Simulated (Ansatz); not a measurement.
`[SiH3][GeH2][Cl]` + `BrC1=C[SiH2]1` → `[Cl][GeH2][SiH2]Br` + `C1=C[SiH2]1` at 600 K and 1 bar (redistribution).

Program: Ansatz. Geometries: PBE0-D4/def2-TZVP. ΔE: electronic, gas phase. CCSD(T)/CBS is the MP2 limit (def2-TZVPP, def2-QZVPP) plus CCSD(T) − MP2 in def2-TZVPP, frozen cores. For Br, Ge outer-core shells are correlated without core-valence functions, which leaves a few kJ/mol of doubt a bond. Scalar relativity is left out up to krypton. Each species was taken in one conformer, which may not be the lowest.

```csv
species,CCSD(T)/CBS energy (Eh),H − E (kJ/mol),S (J/(mol·K))
`[SiH3][GeH2][Cl]`,-2828.00643,163.1,415.5
`BrC1=C[SiH2]1`,-2940.22755,143.9,374.7
`[Cl][GeH2][SiH2]Br`,-5400.77665,153.1,468.6
`C1=C[SiH2]1`,-367.50726,160.3,314.3
```

H − E and S are ideal-gas, rigid-rotor, harmonic terms from PBE0-D4/def2-TZVP, for one conformer and one mirror image of each species. 1 Eh = 2625.50 kJ/mol, R = 8.31446 J/(mol·K).

Q: By hand: ΔE, ΔH, ΔS and ΔG.

A: ΔE = (-5400.77665) + (-367.50726) − (-2828.00643) − (-2940.22755) = -0.04993 Eh = -131.1 kJ/mol. Δ(H − E) = 153.1 + 160.3 − 163.1 − 143.9 = 6.4, so ΔH = -124.7 kJ/mol. ΔS = 468.6 + 314.3 − 415.5 − 374.7 = -7.3 J/(mol·K). ΔG = -124.7 − 600 × (-7.3)/1000 = -120.3 kJ/mol.

Q: By hand: the equilibrium constant, and the temperature at which ΔG would vanish if ΔH and ΔS stayed fixed.

A: log₁₀ K = −ΔG/(RT ln 10) = 10.5. ΔG = 0 at ΔH/ΔS = 17082 K, far beyond where these terms or the molecules hold.

The number of gas molecules stays the same, so ΔS is small and ΔH decides. A doubt of 5 kJ/mol in ΔE shifts log₁₀ K by 0.4 here. Other conformers and mirror images would add mixing entropy, several J/(mol·K) or more a flexible species. Modes under 60 cm⁻¹, often nearly free rotors, make the harmonic entropy too high. These are equilibria of isolated gas molecules and say nothing of rates. Largest T1 diagnostic: 0.013 (customary marks: 0.02 for closed shells, 0.045 for open ones).
